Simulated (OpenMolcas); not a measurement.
# Ionisation energies of hafnium

```
Program             : OpenMolcas 26.06
Basis               : ANO-RCC-VQZP [9s8p6d4f3g2h]
Scalar Hamiltonian  : DKH2, point nucleus
Spin-orbit coupling : state interaction with AMFI integrals over the reference wave functions, term energies averaged over their components
```

Active shells in each charge state: the valence d, s shells, with orbitals averaged over the low states. Where CASPT2's correlated closed shells are named, they are those of the first ion.

A. CASSCF
B. SS-CASPT2, IPEA 0.25 Eh, imaginary shift 0.1 Eh (closed shells correlated: 5s 5p)
C. SS-CASPT2, IPEA 0.25 Eh, imaginary shift 0.1 Eh (closed shells correlated: 4f 5s 5p)
D. SS-CASPT2, IPEA 0 Eh, imaginary shift 0.1 Eh (closed shells correlated: 5s 5p)

Energies in eV between the lowest computed levels, named as in B; reference values from the NIST Atomic Spectra Database with their kind.

```
             From                 To       A       B       C       D  Spin-orbit share in B             Reference
   Hf 5d² 6s² ³F₂  Hf+ 5d 6s² ²D_3/2   5.684   6.678   6.838   6.786                 +0.122      6.825 (measured)
Hf+ 5d 6s² ²D_3/2       Hf2+ 5d² ³F₂  13.266  14.245  14.474  14.347                 -0.249  14.610 (theoretical)
```

Other lowest levels: A, Hf 5d² 6s² ³F₂ to 5d² 6s ⁴F_3/2; A, Hf+ 5d² 6s ⁴F_3/2 to 5d² ³F₂.

Error against the reference values, in %:

```
From    Reference      A     B     C     D
  Hf     measured  -16.7  -2.2  +0.2  -0.6
 Hf+  theoretical   -9.2  -2.5  -0.9  -1.8
```

Absolute error against the one measured value: A 1.14 eV, B 0.15 eV, C 0.01 eV, D 0.04 eV. C lies closest.

The lowest level within the active space need not be the ion's true ground level.
